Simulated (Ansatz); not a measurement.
C₃H₆BrN, SMILES `N/C=C/CBr`. The species carries charge 0 and has multiplicity 1. The geometry is a stationary point of PBE0-D4/def2-TZVP. It is one conformer, not always the lowest.

```xyz
11

N     1.311    1.630   -0.282
C     0.561    0.496   -0.448
C    -0.392    0.042    0.376
C    -1.189   -1.144    0.059
Br   -0.684   -2.727    1.169
H     1.335    2.033    0.641
H     2.191    1.670   -0.766
H     0.754   -0.031   -1.379
H    -0.583    0.544    1.320
H    -1.055   -1.481   -0.966
H    -2.249   -1.033    0.276
```

What is the dipole moment at ωB97M-V/def2-TZVPP? (Estimate.)

The calculation gave: 3.55 D, with components (1.54, 2.92, -1.29) D in this frame, pointing from negative to positive charge.

And with PBE, r2SCAN, B3LYP? (Estimate.)

Computed: PBE 3.83 D, r2SCAN 3.90 D, B3LYP 3.70 D.

Give the Mulliken charges with ωB97M-V, PBE, r2SCAN in def2-TZVPP. (An estimate is asked.)

Computed: 
```
atom  ωB97M-V    PBE  r2SCAN
  N1    -0.24  -0.26   -0.31
  C2     0.08   0.03    0.09
  C3    -0.16  -0.14   -0.15
  C4    -0.23  -0.15   -0.05
 Br5    -0.16  -0.19   -0.21
  H6     0.13   0.16    0.16
  H7     0.13   0.17    0.17
  H8     0.08   0.07    0.06
  H9     0.08   0.06    0.05
 H10     0.14   0.12    0.08
 H11     0.16   0.14    0.10
```

B3LYP here is the variant with VWN-RPA as its local correlation; programs differ in this.
